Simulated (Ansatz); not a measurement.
C2H8BNO can be A, `COB(C)N`, or B, `BNC(C)O`.

Gas-phase electronic energies from Ansatz, PBE0-D4/def2-TZVP geometries. CBS: MP2 limit from def2 TZ/QZ plus the TZ coupled-cluster correction, frozen cores. Functionals use def2-TZVPP. B3LYP here is the variant with VWN-RPA as its local correlation; programs differ in this. One conformer a species, not always the lowest.

A:

Z-matrix (Å, degrees):
```
C
O 1 1.404
H 1 1.095 2 111.9
H 1 1.096 2 111.8 3 121.7
H 1 1.091 2 108.0 3 -119.2
B 2 1.375 1 121.5 3 -60.0
N 6 1.405 2 115.7 1 -179.9
C 6 1.577 2 122.6 1 0.2
H 7 1.005 6 122.2 2 -0.0
H 7 1.002 6 123.1 2 -180.0
H 8 1.092 6 112.8 2 -179.5
H 8 1.095 6 111.2 2 59.6
H 8 1.095 6 111.3 2 -58.5
```

B:

```xyz
13

B    -1.364   -0.956    1.218
N    -0.462    0.005    0.789
C     0.055    0.166   -0.549
C     1.564    0.167   -0.582
O    -0.364    1.389   -1.109
H    -1.708   -0.963    2.363
H    -1.776   -1.752    0.422
H    -0.103    0.696    1.435
H    -0.336   -0.680   -1.129
H     1.917    0.299   -1.605
H     1.951    0.993    0.021
H     1.953   -0.772   -0.187
H    -1.326    1.408   -1.088
```

Q: Which is lower in electronic energy at CCSD(T)/CBS, and by how much? (Estimate.)

A: Ansatz gave: A, by 173.3 kJ/mol.

Q: Give E(B) − E(A) in kJ/mol with CCSD(T)/def2-TZVPP, r2SCAN-D4, CCSD/def2-TZVPP, PBE0-D4, B3LYP, B3LYP-D4, PBE-D4. (Best estimate.)

A: The calculation gave: CCSD(T)/def2-TZVPP 171.9, r2SCAN-D4 180.0, CCSD/def2-TZVPP 174.2, PBE0-D4 174.3, B3LYP 178.8, B3LYP-D4 178.2, PBE-D4 171.2. None reverses the order clearly.

Largest T1 diagnostic: 0.012.

From PBE to PBE0 (25 % exact exchange), in def2-TZVPP and without D4, E(B) − E(A) moves by +3.0 kJ/mol. In def2-TZVPP, CCSD(T) changes the Hartree–Fock value by −9.2 kJ/mol (the triples alone add −2.3 kJ/mol) and MP2 by −6.6 kJ/mol.
